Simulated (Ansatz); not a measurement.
System: hydrogen bromide, HBr, charge 0, multiplicity 1. SMILES: Br
Geometry: optimised at B3LYP-D3(BJ)/def2-TZVP (Ansatz, an electronic-structure program).

Parts of the frozen-core correlation energy in 6-31G (Ansatz, hartree). Frozen orbitals: 14; correlated occupied orbitals by spin: 4 and 4; virtual: 13 and 13. No spin-orbit coupling. No relativistic terms.

| term | value |
|---|---|
| reference (HF) | -2572.62377 |
| MP2 opposite-spin | [?] |
| MP2 same-spin | [?] |
| CCSD correlation | [?] |
| (T) | -0.00054 |
| FCI minus CCSD(T) | -0.00011 |
| T1 diagnostic | 0.006 |
| largest doubles amplitude | 0.096 |

Question: Complete the blanks.

Answer: 
- MP2 opposite-spin, value: -0.03796
- MP2 same-spin, value: -0.00775
- CCSD correlation, value: -0.05606
